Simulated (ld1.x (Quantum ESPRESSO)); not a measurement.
# Scattering properties, TM semilocal potential for palladium (Pd)

ld1.x (Quantum ESPRESSO) 7.5 input, shortened:

```
&input
   title='Pd', zed=46., rel=1, dft='PBE', iswitch=3,
   config='[Kr] 4d10 5s0 5p0'
 /
 &inputp
   pseudotype=1, tm=.true., lloc=0,
   nlcc=.true.
 /
3
4P  2  1   6.00   0.00  1.00  1.00  0.0
4D  3  2  10.00   0.00  2.10  2.10  0.0
5S  1  0   0.00   0.00  1.90  1.90  0.0
 &test
   configts(1)='4p6 4d10 5s0 5p0'
 /
```

The phase is arctan(r·u′/u) with u = r·R(r), unwrapped; energies in Ry, scanned from -6 to 5 Ry. A pole is an energy at which the radial function vanishes at the test radius. The pseudo phase is shifted by a multiple of π to meet the all-electron one at the reference energy, and phase errors are pseudo minus all-electron; the curves can meet again beyond the range given. Levels narrower than the energy grid can be missing from the lists of poles.

For each channel, where are the poles, and over which energies does the pseudopotential scatter like the atom?

```csv
channel,radius (bohr),reference energy (Ry),"poles, all-electron","poles, pseudo",unbroken range about the reference energy with phases within 0.05 rad,phase error 1 Ry above the reference energy (rad)
s,2.29,-0.24,3.76,2.23,-6.0 to 0.6,-0.058
p,2.29,-3.76,-3.66,-3.66,the whole range,-0.000
d,2.29,-0.30,0.24,0.26,below 2.3,+0.007
```

Phases in the d channel:

| E (Ry) | all-electron | pseudo |
| --- | --- | --- |
| -6.00 | 1.394 | 1.395 |
| -5.48 | 1.386 | 1.387 |
| -4.96 | 1.377 | 1.377 |
| -4.44 | 1.365 | 1.366 |
| -3.92 | 1.351 | 1.353 |
| -3.40 | 1.334 | 1.336 |
| -2.88 | 1.312 | 1.313 |
| -2.36 | 1.280 | 1.282 |
| -1.84 | 1.229 | 1.232 |
| -1.32 | 1.130 | 1.134 |
| -0.80 | 0.791 | 0.798 |
| -0.28 | -1.030 | -1.030 |
| 0.24 | -1.569 | -1.565 |
| 0.76 | -1.712 | -1.704 |
| 1.28 | -1.805 | -1.791 |
| 1.80 | -1.900 | -1.875 |
| 2.32 | -2.034 | -1.983 |
| 2.84 | -2.277 | -2.160 |
| 3.36 | -2.823 | -2.519 |
| 3.88 | -3.672 | -3.242 |
| 4.40 | -4.166 | -3.933 |
| 4.92 | -4.384 | -4.263 |
